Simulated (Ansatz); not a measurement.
Start from `CC(C)[O][Zn][F]` and change one atom or group to get `CC(C)OB(N)N`.

Ansatz, PBE0-D4/def2-TZVP geometries, multiplicity 1. Each molecule was computed in one conformer, which needn't be the lowest.

Scalar relativity is left out up to krypton.

| property | `CC(C)[O][Zn][F]` |
| --- | --- |
| size of the dipole moment (ωB97M-V/def2-TZVPP) / D | 2.34 |
| size of the dipole moment (B3LYP/def2-TZVPP) / D | 2.43 |
| LUMO energy (B3LYP/def2-TZVPP) / eV | -1.53 |
| LUMO energy (ωB97M-V/def2-TZVPP) / eV | 0.54 |
| HOMO energy (B3LYP/def2-TZVPP) / eV | -7.57 |
| HOMO energy (ωB97M-V/def2-TZVPP) / eV | -10.19 |

Problem. Give the same properties after the change, and the shifts. (An estimate is asked.)

Solution. The calculation gave: 
| property | `CC(C)OB(N)N` | shift |
| --- | --- | --- |
| size of the dipole moment (ωB97M-V/def2-TZVPP) / D | 1.40 | -0.94 |
| size of the dipole moment (B3LYP/def2-TZVPP) / D | 1.40 | -1.03 |
| LUMO energy (B3LYP/def2-TZVPP) / eV | 0.52 | 2.05 |
| LUMO energy (ωB97M-V/def2-TZVPP) / eV | 2.18 | 1.64 |
| HOMO energy (B3LYP/def2-TZVPP) / eV | -6.49 | 1.08 |
| HOMO energy (ωB97M-V/def2-TZVPP) / eV | -9.12 | 1.07 |

With PBE0 the HOMO rises by 1.04 eV and the LUMO rises by 2.04 eV, so the gap widens by about 1.00 eV. PBE moves the HOMO by 0.98 eV and ωB97M-V by 1.07 eV. Dipoles are sizes alone; their direction can turn.

B3LYP here is the variant with VWN-RPA as its local correlation; programs differ in this.
